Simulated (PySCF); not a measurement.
Species: C5H9F3NP.
SMILES with atom numbers: `[CH3:1]/[CH:2]=[CH:3]/[P@:4]([CH3:5])(=[NH:6])[C:7]([F:8])([F:9])[F:10]` (hydrogens: H11, H12, H13 on C1; H14 on C2; H15 on C3; H16, H17, H18 on C5; H19 on N6)

The same species was optimised twice, with GFN2-xTB and with PBE0-D3(BJ)/def2-SVP (PySCF), and the same property calculations (PySCF, gas phase) were run on both structures.

```tsv
coordinate	GFN2-xTB	PBE0-D3(BJ)/def2-SVP	change
P4–C7 (Å)	1.922	1.900	-0.022
P4–C5 (Å)	1.842	1.823	-0.019
P4=N6 (Å)	1.547	1.561	+0.014
C2=C3 (Å)	1.328	1.338	+0.010
C7–F8 (Å)	1.337	1.327	-0.010
C7–F9 (Å)	1.345	1.340	-0.005
C1–C2 (Å)	1.484	1.487	+0.003
C7–F10 (Å)	1.343	1.344	+0.001
C3–P4 (Å)	1.788	1.788	0.000
P4–C7–F10 (°)	115.3	111.9	-3.4
C5–P4–N6 (°)	123.3	121.0	-2.3
C3–P4–C7 (°)	99.6	101.7	+2.1
P4–C7–F8 (°)	110.1	111.5	+1.4
C5–P4–C7 (°)	96.9	98.2	+1.3
N6–P4–C7 (°)	115.8	116.9	+1.1
F8–C7–F10 (°)	107.0	107.8	+0.8
F9–C7–F10 (°)	106.5	107.3	+0.8
C2–C3–P4–C5 (°)	135	131	-4
C3–P4–C7–F8 (°)	71	69	-2
```

Rotational constants: A = 1623, B = 766.4, C = 685.5 MHz (GFN2-xTB) against A = 1661, B = 753.2, C = 680.2 MHz (PBE0-D3(BJ)/def2-SVP). Point groups within 0.08 Å: C1 and C1.

On the GFN2-xTB structure: HOMO (eV) -6.87 [PBE0/pcSseg-1]; LUMO (eV) -0.63 [PBE0/pcSseg-1]; dipole (D) 3.10 [PBE0/pcSseg-1]; GIAO shielding of C1 (ppm) 162.9 [PBE0/pcSseg-1]; GIAO shielding of C2 (ppm) 22.2 [PBE0/pcSseg-1]; GIAO shielding of C3 (ppm) 65.6 [PBE0/pcSseg-1]; GIAO shielding of P4 (ppm) 333.1 [PBE0/pcSseg-1]; GIAO shielding of C5 (ppm) 168.7 [PBE0/pcSseg-1]; GIAO shielding of N6 (ppm) 239.7 [PBE0/pcSseg-1]; GIAO shielding of C7 (ppm) 52.8 [PBE0/pcSseg-1]; GIAO shielding of F8/F9/F10 (mean) (ppm) 265.1 [PBE0/pcSseg-1].

Question: What do these properties become on the PBE0-D3(BJ)/def2-SVP structure?

Answer: 
```
                                    property          level  on GFN2-xTB  on PBE0-D3(BJ)/def2-SVP  change
                                   HOMO (eV)  PBE0/pcSseg-1        -6.87                    -6.72   +0.15
                                   LUMO (eV)  PBE0/pcSseg-1        -0.63                    -0.67   -0.04
                                  dipole (D)  PBE0/pcSseg-1         3.10                     2.98   -0.12
energy, GFN2-xTB geometry as zero (kcal/mol)  PBE0/pcSseg-1          0.0                     -0.9    -0.9
                  GIAO shielding of C1 (ppm)  PBE0/pcSseg-1        162.9                    161.0    -1.9
                  GIAO shielding of C2 (ppm)  PBE0/pcSseg-1         22.2                     19.6    -2.6
                  GIAO shielding of C3 (ppm)  PBE0/pcSseg-1         65.6                     64.0    -1.6
                  GIAO shielding of P4 (ppm)  PBE0/pcSseg-1        333.1                    330.7    -2.4
                  GIAO shielding of C5 (ppm)  PBE0/pcSseg-1        168.7                    167.9    -0.8
                  GIAO shielding of N6 (ppm)  PBE0/pcSseg-1        239.7                    238.7    -1.0
                  GIAO shielding of C7 (ppm)  PBE0/pcSseg-1         52.8                     54.7    +1.9
    GIAO shielding of F8/F9/F10 (mean) (ppm)  PBE0/pcSseg-1        265.1                    267.8    +2.7
```

The heavy atoms differ by 0.050 Å rms after alignment. Among bonds between heavy atoms P4–C7 changes most (-0.022 Å). Changes are differences of the printed values. Neither structure is proved a minimum here.

Shape of the structure used: `[CH3:1]/[CH:2]=[CH:3]/[P@:4]([CH3:5])(=[NH:6])[C:7]([F:8])([F:9])[F:10]`: C2–C3–P4–C5 131°, C3–P4–C7–F8 69°.
